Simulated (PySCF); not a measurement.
A species of formula C3H9GeNSi has this rotational fingerprint, computed with PBE0-D3(BJ)/def2-SVP geometry optimisation, gas phase in PySCF:

```
Rotational constants : A = 2123, B = 1097, C = 744.9 MHz
Dipole components    : |μa| = 0.90 D, |μb| = 0.20 D, |μc| = 0.37 D
Inertial defect      : -20.38 u·Å²
κ                    : -0.49
```

Problem. Which candidate fits, each taken in the one conformer that was computed?
A. `[N:1]#[C:2][CH2:3][C@H:4]([SiH3:5])[GeH3:6]` with C2–C3–C4–Si5 -173°
B. `[CH3:1][C:2]#[C:3][GeH2:4][NH:5][SiH3:6]` with C3–Ge4–N5–Si6 -34°
C. `[CH3:1][C:2]#[C:3][SiH2:4][NH:5][GeH3:6]` with C3–Si4–N5–Ge6 79°

Solution. B. It is CC#[C][GeH2][NH][SiH3], an asymmetric top, point group C1. The candidates at the same level (rigid rotor, commonest isotopes):

| SMILES | A (MHz) | B (MHz) | C (MHz) | μa (D) | μb (D) | μc (D) | Δ (u·Å²) | point group | rotor |
| --- | --- | --- | --- | --- | --- | --- | --- | --- | --- |
| CC#[C][GeH2][NH][SiH3] | 2123 | 1097 | 744.9 | 0.90 | 0.20 | 0.37 | -20.38 | C1 | asymmetric top |
| CC#C[SiH2][NH][GeH3] | 3461 | 658.1 | 573.5 | 0.75 | 1.24 | 0.89 | -32.69 | C1 | near-prolate asymmetric top |
| N#CC[C@H]([SiH3])[GeH3] | 1896 | 1380 | 837.5 | 2.95 | 1.15 | 0.41 | -29.32 | C1 | asymmetric top |

`CC#C[SiH2][NH][GeH3]` has A 63 % too high; `N#CC[C@H]([SiH3])[GeH3]` has B 26 % too high. No structure here is proved a minimum.
